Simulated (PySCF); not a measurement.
**Levels of Sc¹⁶⁺ from EOM-EA-GCCSD**

Reference: closed-shell Sc¹⁷⁺, [He] 2s2; one electron is added. Calculated with PySCF 2.14, two-component X2C-1e with screened spin-orbit coupling, an uncontracted even-tempered set (17 s from 0.84 bohr⁻², ratio 2.6; 11 p from 1.1 bohr⁻², ratio 2.6; 7 d from 1.1 bohr⁻², ratio 2.8; 4 f from 24 bohr⁻², ratio 2.8); frozen nothing; the 28 highest virtual spinors dropped; of the others 50 kept and the rest restored at second order. No Breit or QED terms. Binding energies in eV.

```csv
level,Koopmans,second order,EOM-CCSD
2p1/2,1094.5,1095.3,1094.2
2p3/2,1088.6,1089.4,1088.5
```

For comparison, the ionisation energy of Sc¹⁶⁺ is 1093.5 ± 0.4 eV (semi-empirical (NIST evaluation); NIST Atomic Spectra Database, ionization energies).

Only part of the computed levels is shown.

The screened spin-orbit operator tends to give fine-structure splittings of light species too large.
